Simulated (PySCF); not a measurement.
PySCF 2.14 output of a UHF calculation on a single atom or ion in aug-cc-pwCVTZ-PP with ECP60MDF (8s8p7d4f3g, 122 functions), with scalar relativity through the core potential:

```
SCF conv_tol = 1e-09
number electrons alpha = 11  beta = 8
cycle= 1 E= -134.607707679231  delta_E= -0.00677  |g|= 0.0297  |ddm|= 0.0611
cycle= 2 E= -134.608091135005  delta_E= -0.000383  |g|= 0.0072  |ddm|= 0.0203
cycle= 3 E= -134.608134324217  delta_E= -4.32e-05  |g|= 0.00117  |ddm|= 0.012
cycle= 4 E= -134.608136436067  delta_E= -2.11e-06  |g|= 0.000444  |ddm|= 0.00483
cycle= 5 E= -134.608136719095  delta_E= -2.83e-07  |g|= 0.000141  |ddm|= 0.00252
cycle= 6 E= -134.608136753672  delta_E= -3.46e-08  |g|= 3.7e-05  |ddm|= 0.00106
cycle= 7 E= -134.608136759282  delta_E= -5.61e-09  |g|= 6.85e-06  |ddm|= 0.000566
cycle= 8 E= -134.60813675943  delta_E= -1.48e-10  |g|= 7.38e-07  |ddm|= 8.24e-05
converged SCF energy = -134.60813675943  <S^2> = 3.7544251  2S+1 = 4.0022119
```

The run itself started from symmetry-adapted Hartree-Fock orbitals and held the occupation by maximum overlap, so the iterations belong to that start.

Q: Which element, charge and spin multiplicity is this?

A: Au (gold, neutral), multiplicity 4; the state was [Xe] 4f14 5d9 6s1 6p1, one real determinant (an excited configuration).

⟨L²⟩ = 8.05 against 12 for a pure F term, so this real determinant mixes terms. Energies and moments cover only the electrons outside the core potential. Spin-orbit coupling, absent here, splits the open shell strongly.
